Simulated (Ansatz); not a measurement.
`CC(O)(O)[TeH]` + `[NH2][AlH][SiH3]` → `[NH2][AlH][SiH2][TeH]` + `CC(O)O`  (formal exchange of groups at a Te–C bond)

Program: Ansatz. Geometries: PBE0-D4/def2-TZVP. ΔE: electronic, gas phase. CBS: MP2 limit from def2 TZ/QZ plus the TZ coupled-cluster correction, frozen cores. Functionals use def2-TZVPP. B3LYP here is the variant with VWN-RPA as its local correlation; programs differ in this. Elements past krypton have def2 core potentials. For Te outer-core shells are correlated without core-valence functions, which leaves a few kJ/mol of doubt a bond. One conformer a species, not always the lowest.

| level | ΔE (kJ/mol) |
| --- | --- |
| B3LYP-D4 | -109.3 |
| MP2/CBS(def2) | -118.5 |

Q: What does CCSD(T)/CBS give? (Best estimate.)

A: The calculation gave: -115.8 kJ/mol. The listed levels differ from it by 6.5, -2.7 kJ/mol.

Largest T1 diagnostic among the species: 0.013.

From PBE to PBE0 (25 % exact exchange), in def2-TZVPP and without D4, ΔE moves by −10.4 kJ/mol. In def2-TZVPP, CCSD(T) changes the Hartree–Fock value by +19.4 kJ/mol (the triples alone add +4.6 kJ/mol) and MP2 by +16.7 kJ/mol. The D4 term adds +3.4 kJ/mol with B3LYP and +1.6 kJ/mol with PBE0; it sums over pairs of atoms, weighted by their polarisabilities, and B3LYP, whose exchange is more repulsive, gets the larger term.
